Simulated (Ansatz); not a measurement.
# A geometry optimisation of BF2Si+ with PBE0-D3(BJ)/def2-SVP

The starting geometry of this gas-phase triplet was optimised with GFN2-xTB as a singlet.

```yaml
atoms:
  - { symbol: B, position_ang: [-0.6416, 0.2117, -0.3866] }
  - { symbol: F, position_ang: [-1.2673, 1.2058, 0.1372] }
  - { symbol: F, position_ang: [-0.5849, 0.0823, -1.6646] }
  - { symbol: Si, position_ang: [0.3167, -1.2439, 0.8884] }
```

Q: Predict what it relaxes into with PBE0-D3(BJ)/def2-SVP.

A: It keeps its bonds.

The energy falls by 0.13 eV over 5 steps:

| step | E − E(last) (eV) |
| --- | --- |
| 1 | 0.131 |
| 2 | 0.050 |
| 3 | 0.002 |
| 4 | 0.000 |
| 5 | 0.000 |

Final geometry (Å):

| atom | x (Å) | y (Å) | z (Å) |
| --- | --- | --- | --- |
| B | -0.6678 | 0.2512 | -0.4202 |
| F | -1.2577 | 1.1918 | 0.2189 |
| F | -0.5402 | 0.0108 | -1.6720 |
| Si | 0.2886 | -1.1978 | 0.8478 |

Frequencies at the end are all real (lowest 153 cm⁻¹). Open shells are spin-unrestricted. The triplet needn't be the ground state. Run with Ansatz 0.2.0, 8.4 s on 1 thread of Intel(R) Xeon(R) 6975P-C (Granite Rapids), on a shared host.
